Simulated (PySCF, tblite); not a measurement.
Isomers of C8H13OP. Calculated harmonic vibrations of the isolated species, GFN2-xTB (tblite), most abundant isotopes, no scaling. Errors from tens to a few hundred cm⁻¹ against measured bands are possible. Modes of hydrogen on phosphorus can be 10 to 20 % off. One conformer each.

Electronic energies: PBE0/pcSseg-1 single points on the GFN2-xTB geometries (PySCF, gas phase).

| SMILES | electronic energy, lowest = 0 (kJ/mol) |
| --- | --- |
| COc1cc(C(C)C)c[pH]1 | 111.1 |
| CC#C[P@@]1(=O)CC[C@H](C)C1 | 60.0 |
| C=CP(=O)(C(=C)C)C(=C)C | 114.2 |
| CC(C)P(C)c1ccco1 | 33.6 |
| CC[P@@]1(=O)C=CC(C)=C1C | 0.0 |
| Cc1occ(C(C)(C)C)p1 | 15.0 |
| CCCP1(=O)C=CCC=C1 | 15.9 |
| C#C[P@@](=O)(C=C)C(C)(C)C | 179.4 |
| CC#CP(CC)CC(C)=O | 138.0 |

Question: How do GFN2-xTB zero-point energies change the relative energies?

Answer: 
| SMILES | ZPE (kJ/mol) | of it from modes above 1550 cm⁻¹ | electronic (kJ/mol) | with ZPE, lowest = 0 (kJ/mol) | lowest mode (cm⁻¹) | rings |
| --- | --- | --- | --- | --- | --- | --- |
| CC[P@@]1(=O)C=CC(C)=C1C | 493.5 | 254.1 | 0.0 | 0.0 | 36 | 1 |
| Cc1occ(C(C)(C)C)p1 | 502.1 | 235.8 | 15.0 | 23.6 | 27 | 1 |
| CCCP1(=O)C=CCC=C1 | 497.6 | 253.5 | 15.9 | 20.0 | 43 | 1 |
| CC(C)P(C)c1ccco1 | 496.3 | 245.9 | 33.6 | 36.4 | 33 | 1 |
| CC#C[P@@]1(=O)CC[C@H](C)C1 | 498.4 | 246.8 | 60.0 | 65.0 | 18i | 1 |
| COc1cc(C(C)C)c[pH]1 | 492.0 | 239.6 | 111.1 | 109.6 | 45 | 1 |
| C=CP(=O)(C(=C)C)C(=C)C | 485.0 | 267.8 | 114.2 | 105.7 | 30 | 0 |
| CC#CP(CC)CC(C)=O | 487.2 | 257.6 | 138.0 | 131.8 | 18 | 0 |
| C#C[P@@](=O)(C=C)C(C)(C)C | 486.6 | 260.9 | 179.4 | 172.5 | 49 | 0 |

The zero-point energies span 17.1 kJ/mol, from `C=CP(=O)(C(=C)C)C(=C)C` to `Cc1occ(C(C)(C)C)p1`. Slightly imaginary modes are left out of the zero-point energy: `CC#C[P@@]1(=O)CC[C@H](C)C1` 18.3i cm⁻¹. The lowest isomer stays, but the order above it changes.

Question: And how do the electronic energies of GFN2-xTB itself compare?

Answer: `CC[P@@]1(=O)C=CC(C)=C1C` 0.0; `Cc1occ(C(C)(C)C)p1` 49.4; `CCCP1(=O)C=CCC=C1` 28.6; `CC(C)P(C)c1ccco1` 87.8; `CC#C[P@@]1(=O)CC[C@H](C)C1` 32.2; `COc1cc(C(C)C)c[pH]1` 135.5; `C=CP(=O)(C(=C)C)C(=C)C` 153.8; `CC#CP(CC)CC(C)=O` 241.9; `C#C[P@@](=O)(C=C)C(C)(C)C` 179.4 kJ/mol, lowest = 0. Against the energies above, taken from the same isomer `CC[P@@]1(=O)C=CC(C)=C1C`, the largest difference is 103.9 kJ/mol.

Question: What do entropy and thermal enthalpy add at 298.15 K and 1 bar (rigid rotor, harmonic oscillator, one conformer each)?

Answer: 
```json
{"SMILES": "CC[P@@]1(=O)C=CC(C)=C1C", "point group": "C1", "symmetry number": "1", "S (J/(mol K))": "466.7", "H − H(0) (kJ/mol)": "35.59", "ZPE + H − H(0) − TS (kJ/mol)": "389.9"}
{"SMILES": "Cc1occ(C(C)(C)C)p1", "point group": "C1", "symmetry number": "1", "S (J/(mol K))": "442.0", "H − H(0) (kJ/mol)": "33.01", "ZPE + H − H(0) − TS (kJ/mol)": "403.3"}
{"SMILES": "CCCP1(=O)C=CCC=C1", "point group": "C1", "symmetry number": "1", "S (J/(mol K))": "442.4", "H − H(0) (kJ/mol)": "32.45", "ZPE + H − H(0) − TS (kJ/mol)": "398.2"}
{"SMILES": "CC(C)P(C)c1ccco1", "point group": "C1", "symmetry number": "1", "S (J/(mol K))": "452.6", "H − H(0) (kJ/mol)": "33.82", "ZPE + H − H(0) − TS (kJ/mol)": "395.2"}
{"SMILES": "COc1cc(C(C)C)c[pH]1", "point group": "C1", "symmetry number": "1", "S (J/(mol K))": "446.1", "H − H(0) (kJ/mol)": "33.59", "ZPE + H − H(0) − TS (kJ/mol)": "392.6"}
{"SMILES": "C=CP(=O)(C(=C)C)C(=C)C", "point group": "C1", "symmetry number": "1", "S (J/(mol K))": "483.2", "H − H(0) (kJ/mol)": "37.86", "ZPE + H − H(0) − TS (kJ/mol)": "378.8"}
{"SMILES": "C#C[P@@](=O)(C=C)C(C)(C)C", "point group": "C1", "symmetry number": "1", "S (J/(mol K))": "472.8", "H − H(0) (kJ/mol)": "38.04", "ZPE + H − H(0) − TS (kJ/mol)": "383.6"}
```

Not tabulated: `CC#C[P@@]1(=O)CC[C@H](C)C1` (lowest mode only 18i cm⁻¹); `CC#CP(CC)CC(C)=O` (lowest mode only 18 cm⁻¹).
